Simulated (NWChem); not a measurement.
System meant: C2H4F2OSi; SMILES C(=O)C(F)([SiH3])F

Input file for NWChem:

```
start job
memory heap 200 mb stack 900 mb global 1100 mb
geometry units angstroms noautoz
  O     -0.871202     2.074351     0.045097
  C     -0.145509     1.352081    -0.573736
  C      0.412461     0.056052     0.001193
  F      0.826045     0.272576     1.274299
  F      1.496500    -0.300243    -0.745287
  Si    -0.858889    -1.410428     0.005283
  H      0.157867     1.541656    -1.635397
  H     -1.984456    -1.051174     0.909192
  H     -1.342877    -1.611920    -1.390505
  H     -0.122215    -2.608875     0.490159
end
basis spherical
  O library def2-svp
  C library def2-svp
  F library def2-svp
  Si library def2-svp
  H library def2-svp
end
dft
  odft
  mult 2
  xc pbe0
  iterations 150
  mulliken
end
task dft energy
```

End of the output:

```
 Summary of "ao basis" -> "" (spherical)
 ------------------------------------------------------------------------------
       Tag                 Description            Shells   Functions and Types
 ---------------- ------------------------------  ------  ---------------------
 O                          def2-svp                 6       14   3s2p1d
 C                          def2-svp                 6       14   3s2p1d
 F                          def2-svp                 6       14   3s2p1d
 Si                         def2-svp                 8       18   4s3p1d
 H                          def2-svp                 3        5   2s1p

                                 NWChem DFT Module
                                 -----------------

 Summary of "ao basis" -> "ao basis" (spherical)
 ------------------------------------------------------------------------------
       Tag                 Description            Shells   Functions and Types
 ---------------- ------------------------------  ------  ---------------------
 O                          def2-svp                 6       14   3s2p1d
 C                          def2-svp                 6       14   3s2p1d
 F                          def2-svp                 6       14   3s2p1d
 Si                         def2-svp                 8       18   4s3p1d
 H                          def2-svp                 3        5   2s1p

  number of electrons :                   56
  multiplicity        :                    2
 ------------------------------------------------------------------------
  no. of electrons and multiplicity not compatible                  56
 ------------------------------------------------------------------------
 ------------------------------------------------------------------------
  current input line :
    29: task dft energy
 ------------------------------------------------------------------------
 ------------------------------------------------------------------------
 There is an error in the input file
 ------------------------------------------------------------------------
 For more information see the NWChem manual at https://nwchemgit.github.io

0: no. of electrons and multiplicity not compatible:Received an Error in Communication
```

Problem. What is wrong, and how is it mended?

Solution. The program refused the input. Cause: the multiplicity doesn't fit the number of electrons (an even count wants an odd multiplicity, and the reverse). This input runs:
```
start job
memory heap 200 mb stack 900 mb global 1100 mb
geometry units angstroms noautoz
  O     -0.871202     2.074351     0.045097
  C     -0.145509     1.352081    -0.573736
  C      0.412461     0.056052     0.001193
  F      0.826045     0.272576     1.274299
  F      1.496500    -0.300243    -0.745287
  Si    -0.858889    -1.410428     0.005283
  H      0.157867     1.541656    -1.635397
  H     -1.984456    -1.051174     0.909192
  H     -1.342877    -1.611920    -1.390505
  H     -0.122215    -2.608875     0.490159
end
basis spherical
  * library def2-svp
end
dft
  xc pbe0
  iterations 150
  mulliken
end
task dft energy
```
It converges to -642.13445 Ha (PBE0/def2-SVP).
